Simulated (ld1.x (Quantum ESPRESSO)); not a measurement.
## Building the PAW potential for neodymium (LDA (PZ), fully relativistic).

Nd, PAW, made with ld1.x (Quantum ESPRESSO) 7.5 (LDA (PZ), fully relativistic). Core [Kr], reference 4d10 4f3 5s2 5p6 5d1 6s2 6p0. Waves: 5s (bound): rcut 1.85, rcutus 1.90 bohr; 6s (bound): rcut 1.85, rcutus 1.90 bohr; 5p (bound): rcut 2.30, rcutus 2.65 bohr; 6p (bound, empty): rcut 2.30, rcutus 2.65 bohr; 4d (bound): rcut 0.95, rcutus 1.00 bohr; 5d (bound): rcut 0.95, rcutus 1.00 bohr; 4f (bound): rcut 1.20, rcutus 1.40 bohr; 4f channel at 0.2 Ry: rcut 1.20, rcutus 1.40 bohr. Local part: all-electron potential smoothed inside 2.00 bohr (lloc = -1). Core correction: Bessel-smoothed model core, default radius (core density twice the valence density). Augmentation charge: BESSEL, radius 1.05 bohr.

Open shells are filled in proportion to 2j + 1 (rel_dist='average').

All-electron outer shells of the reference configuration (LDA (PZ), scalar-relativistic, ld1.x):

```json
{"shell": "4s", "level (eV)": "-309.00", "outermost node (bohr)": "0.31", "outermost maximum (bohr)": "0.57"}
{"shell": "4p", "level (eV)": "-232.24", "outermost node (bohr)": "0.32", "outermost maximum (bohr)": "0.59"}
{"shell": "4d", "level (eV)": "-123.04", "outermost node (bohr)": "0.29", "outermost maximum (bohr)": "0.62"}
{"shell": "5s", "level (eV)": "-43.83", "outermost node (bohr)": "0.72", "outermost maximum (bohr)": "1.31"}
{"shell": "5p", "level (eV)": "-24.75", "outermost node (bohr)": "0.77", "outermost maximum (bohr)": "1.46"}
{"shell": "4f", "level (eV)": "-7.12", "outermost node (bohr)": "–", "outermost maximum (bohr)": "0.65"}
{"shell": "6s", "level (eV)": "-4.01", "outermost node (bohr)": "1.73", "outermost maximum (bohr)": "3.55"}
{"shell": "5d", "level (eV)": "-3.06", "outermost node (bohr)": "0.87", "outermost maximum (bohr)": "2.10"}
{"shell": "6p", "level (eV)": "-1.41", "outermost node (bohr)": "2.07", "outermost maximum (bohr)": "4.74"}
```

Results:

| Quantity | Value |
| --- | --- |
| Configuration tests | test run stopped at test 1 of 7 (negative rho) |

The ghost test of this file was not conclusive.

Generation and tests took about 3.9 s on one core of a shared server CPU.
